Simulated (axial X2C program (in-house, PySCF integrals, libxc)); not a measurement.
**Which molecule has these constants?**

Calculated with an axial X2C code built on PySCF integrals, spin-free (one-electron X2C) or two-component (2c: spin–orbit coupling with atomic mean-field Coulomb and Gaunt terms, which also bring small scalar terms), in Dyall basis sets with cores contracted in-house; open shells are unrestricted.

A two-component PBE0 calculation in a Dyall 3-zeta basis gave Re = 3.609 Å, ωe = 87.6 cm⁻¹, De = 0.31 eV, Ω = 1.

Which molecule is it?
A. KSe⁺
B. KO⁺
C. KTe⁺
D. KS⁺

C. The others have KSe⁺ 3.414 Å and 97.7 cm⁻¹ (Ω = 1); KO⁺ 2.953 Å and 125.8 cm⁻¹ (Ω = 1); KS⁺ 3.312 Å and 116.9 cm⁻¹ (Ω = 1).

Each entry is the lowest single determinant of a limited PBE0 search at one distance. De goes to single-determinant-based atoms at the same level (for ions the charge split of lowest energy) and is withheld (n/a) where an atom does not fit its ground term or J level. Main or longest-lived isotopes. One determinant is a doubtful description, or other states lie close, for KTe⁺, KSe⁺, KO⁺, KS⁺; these need not be ground states, and all values refer to the states named. Some open-shell Ω = 0 determinants are out of reach, so the Ω given for KTe⁺, KSe⁺, KO⁺, KS⁺ need not be the lowest component. With several unpaired electrons the Ω given is that of one determinant, not necessarily of the lowest component. Some light 2c atoms are not at their ground J level, so De misses part of their lowering (0.04 eV or less). The functionals have no current term, which raises determinants with orbital currents.
